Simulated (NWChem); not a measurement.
System: BiCl₂F; SMILES [F][Bi]([Cl])[Cl]

Input file for NWChem:

```
start job
memory heap 200 mb stack 900 mb global 1100 mb
geometry units angstroms
  Bi    -0.110060    -0.080932     0.383079
  F     -1.508856    -1.071085    -0.761448
  Cl    -0.318076     1.993301    -0.915667
  Cl     1.775377    -0.942249    -0.934381
end
basis spherical
  * library def2-svp
end
ecp
  Bi library def2-ecp
end
dft
  xc xpbe96 cpbe96
  disp vdw 4
  iterations 150
end
driver
  maxiter 120
end
task dft optimize
dft
  grid fine
  convergence energy 1d-8 density 1d-7
end
task dft freq numerical
```

def2 effective core potentials on Bi; no spin-orbit coupling.

The level has its own optimisation; frequencies are unscaled.

Question: What results follow from this input? (PBE-D3(BJ)/def2-SVP with def2 effective core potentials on Bi.) Quantities: r Bi–F (Å); r Bi–Cl (Å); highest harmonic frequency (cm⁻¹); lowest (cm⁻¹); zero-point energy (kcal/mol).

Answer: 
```yaml
r Bi–F (Å): 2.052
r Bi–Cl (Å): 2.479
highest harmonic frequency (cm⁻¹): 563
lowest (cm⁻¹): 96
zero-point energy (kcal/mol): 2.3
```
